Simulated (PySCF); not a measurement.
diselenium (Se2), triplet, at a GFN2-xTB geometry. Base run: PBE/STO-3G (PySCF).

Here is a job for PySCF.
```python
from pyscf import gto, scf, dft

mol = gto.M(
    atom='''
Se   -0.00000000   -0.00000000   -1.08303360
Se    0.00000000    0.00000000    1.08303360
''',
    basis='sto-3g',
    spin=2,
    verbose=4,
    symmetry=True,
)

mf = dft.UKS(mol)
mf.xc = 'pbe'
mf.kernel()
mf.analyze()
```

Variants of this job, named by their change:

```csv
change,ΔE vs base (eV),point group used,SCF cycles
base,0.00,Dooh,5
symmetry_subgroup = D2h,0.00,D2h,5
symmetry = off,0.00,C1,5
symmetry_subgroup = C2v,0.00,C2v,5
```

Open shells are given as the SCF converged; they aren't shown to be the lowest states, and a large step between rows can be another state.
